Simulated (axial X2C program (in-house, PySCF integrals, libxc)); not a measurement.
## Ω levels of SNdS from open-shell CI on f(δφ)2 f(π)0

Calculated with an axial X2C code built on PySCF integrals: two-component X2C with atomic mean-field Coulomb and Gaunt terms, basis S dyall-v3z, Nd dyall-v3z (cores contracted in-house). Orbitals come from Hartree–Fock averaged over the configuration Nd f(δφ)2 f(π)0; CI then distributes these electrons over the f(δφ), f(π) shells of Nd.

S–Nd–S held linear, both bonds 2.325 Å (near the minimum of the configuration average).

Active spinors (ω > 0):

```
shell    ω  ε (eV)          character
f(δφ)  3/2    1.16          100% Nd f
f(δφ)  5/2    1.34          100% Nd f
f(δφ)  5/2    1.92          100% Nd f
f(δφ)  7/2    2.03          100% Nd f
 f(π)  1/2    6.20  84% Nd f, 7% Nd p
 f(π)  3/2    6.28  86% Nd f, 7% Nd p
```

Lowest levels of this model:

```csv
Ω,energy (cm⁻¹),g∥,configuration
4,0,6.23,100% f(δφ)2
5,2264,10.10,100% f(δφ)2
0,4480,0.00,100% f(δφ)2
6,4558,14.00,100% f(δφ)2
1,6306,3.45,100% f(δφ)2
1,12012,2.23,100% f(δφ)2
0,12116,0.00,100% f(δφ)2
2,12456,5.81,100% f(δφ)2
0,14230,0.00,100% f(δφ)2
0,15623,0.00,100% f(δφ)2
1,19212,2.03,100% f(δφ)2
4,21379,8.15,100% f(δφ)2
6,26356,12.01,100% f(δφ)2
0,27156,0.00,100% f(δφ)2
5,27396,10.11,100% f(δφ)2
1,28105,3.91,100% f(δφ)2
```

g∥ is the magnitude of 2⟨Lz + ge Sz⟩ for the +Ω component.

(1) From Ω and g∥ of the lowest level, whose 2⟨Lz + ge Sz⟩ is positive, find ⟨Sz⟩ and ⟨Lz⟩ (ge = 2.0023).

Occupations of the active spinors in the lowest level by ω, shell by shell in order of energy: -7/2: 0.00; -5/2: 0.00 0.00; -3/2: 0.00 0.00; -1/2: 0.00; 1/2: 0.00; 3/2: 1.00 0.00; 5/2: 0.36 0.64; 7/2: 0.00. The leading determinant has weight 0.64 among 5.

This point took 4.7 s on 1 thread of Arm Neoverse V1 (shared host).

There is no dynamic correlation: spin–orbit spacings and, for f shells, spacings inside one term are the most reliable numbers, splittings between terms come out too wide, and energies between configurations are not reliable, so the lowest level need not be the ground state of the molecule. At most 6 roots were kept for each Ω > 0 (twice that for Ω = 0) within 3.5 eV of the lowest, so higher up levels can be missing between those listed; levels with Ω > 0 are doubly degenerate and listed once, Ω = 0 levels singly. States that fill the shells left empty in the average are placed too high. The molecule was held linear; bending was not examined.

## Answers

(1) Ω = ⟨Lz⟩ + ⟨Sz⟩ = 4 and ⟨Lz⟩ + ge⟨Sz⟩ = 3.115, so ⟨Sz⟩ = -0.88 and ⟨Lz⟩ = 4.88.
